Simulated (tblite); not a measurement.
C3H9F2NSi3.
Atom-mapped SMILES: `[H]/[N:1]=[CH:2]\[C:3]([F:4])([F:5])[Si@@H:6]1[CH2:7][SiH2:8][SiH2:9]1` (hydrogens: H10 on N1; H11 on C2; H12 on Si6; H13, H14 on C7; H15, H16 on Si8; H17, H18 on Si9)

Computed with GFN2-xTB (tblite), gas phase: L-BFGS steps from a force-field or distance-geometry start until the largest atomic force falls under 0.01 eV/Å.

Step 3: E = -774.3838 eV
```
atom  x, y, z in Å  |  force x, y, z in eV/Å
N1     -2.6691   -0.3538   -1.2305   -0.227  -0.354   0.305
C2     -2.6001   -0.6391   -0.0088   -0.221   0.342  -0.634
C3     -1.6724    0.0066    0.9407    0.551   0.299  -0.194
F4     -2.2341    1.1307    1.4714   -0.387   0.152   0.359
F5     -1.3441   -0.8009    2.0009   -0.437  -0.081   0.102
Si6    -0.0321    0.5904    0.1652   -0.004  -0.283   0.174
C7      0.7263   -0.4465   -1.2440    0.200   0.610   0.270
Si8     2.4212    0.3202   -0.7862    0.126  -0.193   0.437
Si9     1.7777    0.0016    1.4386    0.172   0.267  -0.472
H10    -2.0043    0.3428   -1.5640   -0.004   0.096   0.065
H11    -3.2795   -1.3596    0.3971   -0.314  -0.463   0.040
H12     0.0248    2.0063   -0.1935   -0.581   0.066  -0.084
H13     0.3624   -0.2618   -2.2395   -0.081  -0.212  -0.295
H14     0.7521   -1.5108   -1.0184   -0.214   0.091  -0.217
H15     2.2988    1.7452   -1.0952    0.345  -0.100  -0.251
H16     3.5517   -0.4049   -1.2577    0.639  -0.202  -0.576
H17     2.1695    1.0229    2.3616    0.300   0.133   0.627
H18     1.7425   -1.3827    1.8507    0.139  -0.169   0.343
```

Step 4: E = -774.5895 eV
```
atom  x, y, z in Å  |  force x, y, z in eV/Å
N1     -2.6874   -0.3621   -1.2368   -0.039  -0.192  -0.235
C2     -2.6203   -0.6469   -0.0227   -0.287   0.389   0.122
C3     -1.7042    0.0220    0.9335    0.631   0.256   0.224
F4     -2.2585    1.1375    1.5136   -0.296  -0.120  -0.082
F5     -1.3898   -0.7956    1.9993   -0.355  -0.120  -0.030
Si6    -0.0232    0.5884    0.1982   -0.033   0.117  -0.276
C7      0.7650   -0.4021   -1.2532   -0.547  -0.082  -0.030
Si8     2.4769    0.3033   -0.7938    0.277  -0.185   0.388
Si9     1.7967    0.0129    1.4710    0.319   0.280  -0.523
H10    -2.0133    0.3396   -1.5541   -0.157   0.028   0.039
H11    -3.2900   -1.3808    0.3940   -0.169  -0.293  -0.055
H12    -0.0432    2.0188   -0.2059   -0.444  -0.302   0.077
H13     0.3529   -0.3047   -2.2623    0.232   0.291   0.186
H14     0.7173   -1.4789   -1.0555    0.089   0.177   0.094
H15     2.3331    1.7375   -1.1236    0.406  -0.282  -0.147
H16     3.6198   -0.4265   -1.3208    0.096   0.106  -0.284
H17     2.2015    1.0349    2.4260    0.138  -0.202   0.267
H18     1.7580   -1.3909    1.8816    0.138   0.134   0.264
```

Question: Estimate the geometry and energy of step 5. (The exact step hangs on the optimiser's Hessian estimate; all steps are aligned on step 4, rigid shifts and turns removed.)

Answer: E = -774.6469 eV, largest force 0.551 eV/Å
```
atom  x, y, z in Å  |  force x, y, z in eV/Å
N1     -2.6936   -0.3676   -1.2417    0.024  -0.125  -0.166
C2     -2.6312   -0.6438   -0.0253   -0.210   0.319   0.237
C3     -1.7060    0.0303    0.9344    0.303   0.107   0.209
F4     -2.2706    1.1378    1.5257   -0.219  -0.144  -0.175
F5     -1.4096   -0.7958    1.9984   -0.267  -0.125  -0.045
Si6    -0.0206    0.5898    0.2043   -0.017   0.171  -0.329
C7      0.7690   -0.3903   -1.2561   -0.481  -0.124  -0.008
Si8     2.4987    0.2953   -0.7909    0.172  -0.205   0.227
Si9     1.8076    0.0203    1.4741    0.318   0.212  -0.395
H10    -2.0187    0.3390   -1.5505   -0.197  -0.003   0.004
H11    -3.2953   -1.3913    0.3920   -0.046  -0.113  -0.097
H12    -0.0715    2.0181   -0.2086   -0.390  -0.307   0.093
H13     0.3535   -0.3134   -2.2671    0.263   0.440   0.203
H14     0.7077   -1.4655   -1.0659    0.143   0.066   0.199
H15     2.3503    1.7306   -1.1348    0.421  -0.325  -0.106
H16     3.6429   -0.4317   -1.3451   -0.047   0.175  -0.189
H17     2.2137    1.0354    2.4503    0.089  -0.301   0.131
H18     1.7651   -1.3909    1.8953    0.140   0.283   0.206
```

The energy changes by -0.0574 eV. The first-order estimate −F·Δx gives -0.0719 eV and the mean of the old and new forces, exact on a quadratic surface, -0.0573 eV. The step makes an angle of 60° with the force vector and moves no atom by more than 0.034 Å.

The cost below is that of the whole relaxation. The run took 3.5 s wall on an Arm Neoverse N1 with one thread, no GPU (shared host).
